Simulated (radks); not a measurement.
Fractional charge and spin in the 6s shell of tungsten: the spin-up occupation runs from 0 to 1 and the spin-down occupation from 0 to 1; the fullest corner is W, [Xe] 4f14 5d(up 2, down 2) 6s(up 1, down 1). All-electron calculation, scalar-relativistic Kohn-Sham, r2SCAN, spin-polarised, spherical densities, finite nucleus; meta-GGA in the generalised Kohn-Sham scheme; Fermi nuclear charge, rms radius of each element as measured or else 0.836 A^(1/3) + 0.57 fm. Program: a radial shooting solver on a logarithmic mesh with Libxc functionals. Energy (eV) minus the two flat planes that join the four corners (they meet along the diagonal where the two added fractions sum to one electron); zero is where a piecewise linear energy would lie.

| down \ up | 0 | 0.25 | 0.5 | 0.75 | 1 |
|---|---|---|---|---|---|
| 0 | 0.000 | -0.558 | -0.745 | -0.553 | 0.000 |
| 0.25 | -0.558 | -0.637 | -0.354 | 0.294 | -0.500 |
| 0.5 | -0.745 | -0.354 | 0.385 | -0.315 | -0.670 |
| 0.75 | -0.553 | 0.294 | -0.315 | -0.578 | -0.501 |
| 1 | 0.000 | -0.500 | -0.670 | -0.501 | 0.000 |

Corners above the fullest one (they belong to W+ and the next ion): (up 1, down 0) 8.551 eV, (up 0, down 1) 8.551 eV, (up 0, down 0) 24.270 eV. With half an added electron in each spin the energy lies 0.385 eV from the planes, and with half an added electron in spin up alone -0.745 eV. The planes are only a guide here: the flat-plane condition holds for ground states with one frontier orbital, while this shell lies below other occupied shells, so the corners above the fullest one are inner-hole states and not the ground states of those ions.
